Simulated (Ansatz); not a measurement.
System: sum formula H₇Si₃O₂, net charge 0, doublet state. It need not be the lowest isomer of its formula. 
Coordinates optimised at B3LYP-D3(BJ)/def2-TZVP (Ansatz, a quantum-chemistry and plane-wave program):
```xyz
12

Si     0.0289    -0.7841     1.1705
O      1.4037    -0.3048     0.4285
Si     2.1362     0.5849    -0.7421
O     -1.2722    -0.0701     0.4971
Si    -2.1057     0.3218    -0.8595
H      0.0906    -0.3749     2.5846
H     -0.0826    -2.2491     1.0279
H      1.5840     1.9693    -0.7430
H      3.5936     0.6103    -0.4467
H     -3.1341     1.3212    -0.5035
H     -1.1803     0.8912    -1.8669
H     -2.7539    -0.8847    -1.4224
```
Charge 0, spin multiplicity 2.

Basis-set convergence of Hartree-Fock and MP2 correlation energies (hartree) with Ansatz. Correlated levels leave the core frozen unless marked. UHF or UKS for open shells. No spin-orbit coupling. No relativistic terms.

| basis | functions | E(HF) | E(corr, MP2) |
|---|---|---|---|
| cc-pV(D+d)Z | 132 | -1020.75299 | -0.64224 |
| cc-pV(T+d)Z | 275 | -1020.86735 | -0.81500 |
| cc-pV(Q+d)Z | 512 | -1020.89302 | -0.87919 |

Extrapolating the two largest sets (X = 3 and 4) as X^-3: E(corr) = (64·(-0.87919) - 27·(-0.81500))/37 = -0.9260 Eh, an estimate of the basis-set limit. The largest set recovers 94.9 % of it, the smallest 69.4 %.
